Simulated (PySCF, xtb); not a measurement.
Si(H)2(Br)(OMe) (CH5BrOSi), SMILES CO[SiH2]Br.

GFN2-xTB in xtb at its own geometry gives an orbital gap of 6.14 eV and a dipole moment of 5.27 D.

Geometry optimised at PBE0-D3(BJ)/def2-SVP. The values are those of a single conformer.

Problem. What does PySCF with r2SCAN/def2-TZVP give? (The exact figures need the calculation; the answer reports its results.)

Solution. gap 7.13 eV (levels -7.38 and -0.25 eV), dipole 1.47 D.
